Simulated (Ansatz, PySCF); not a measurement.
C2H8F2Si2, SMILES FC(F)C[SiH2][SiH3]. Atoms are numbered in the order given.

```xyz
14

F     -2.5094     1.3079    -0.4071
C     -1.2899     0.7041    -0.4381
F     -1.3507    -0.2854    -1.3799
C     -0.9446     0.1195     0.9095
Si     0.6111    -0.9863     0.9171
Si     2.3740     0.0629    -0.2340
H     -0.5559     1.4522    -0.7898
H     -1.8069    -0.4758     1.2538
H     -0.8074     0.9424     1.6293
H      0.3117    -2.3074     0.2964
H      1.0016    -1.2112     2.3406
H      2.6346     1.4099     0.3593
H      3.6230    -0.7490    -0.1515
H      2.0056     0.2468    -1.6689
```
Charge 0, spin multiplicity 1.

The structure is a stationary point at B3LYP-D3(BJ)/def2-SVP. The structure was generated by enumeration, and PubChem lists no compound with its InChIKey, so it may never have been made. Other conformers were not sampled.

Two levels are set side by side: PBE-D3(BJ)/def2-SVP (Ansatz, a program for electronic structure) and B3LYP-D3(BJ)/def2-SVP (Ansatz). Each level has its own optimised geometry; the coordinates shown are those of the second. Frequencies come from the Hessian of PySCF at each geometry. Differences are taken from unrounded values.

```
quantity                            B3LYP-D3(BJ)  PBE-D3(BJ)  PBE-D3(BJ) minus B3LYP-D3(BJ)
----------------------------------  ------------  ----------  -----------------------------
mean bond length (Å)                       1.482       1.492                          0.009
bond F1–C2 (Å)                             1.361       1.370                          0.008
bond C2–F3 (Å)                             1.367       1.376                          0.008
bond C2–C4 (Å)                             1.509       1.513                          0.004
bond C4–Si5 (Å)                            1.909       1.914                          0.005
bond Si5–Si6 (Å)                           2.352       2.354                          0.002
bond C2–H7 (Å)                             1.106       1.116                          0.011
bond C4–H8 (Å)                             1.103       1.111                          0.008
bond C4–H9 (Å)                             1.102       1.109                          0.007
bond Si5–H10 (Å)                           1.490       1.503                          0.013
bond Si5–H11 (Å)                           1.493       1.506                          0.013
bond Si6–H12 (Å)                           1.495       1.507                          0.013
bond Si6–H13 (Å)                           1.492       1.505                          0.013
bond Si6–H14 (Å)                           1.493       1.506                          0.013
highest harmonic wavenumber (cm⁻¹)          3113        3061                            -51
mean harmonic wavenumber (cm⁻¹)             1130        1095                            -35
zero-point energy (kcal/mol)               58.16       56.34                          -1.82
```

Exact exchange shortens and stiffens bonds; PBE has none. Differences between two approximate levels are no errors against the true value.
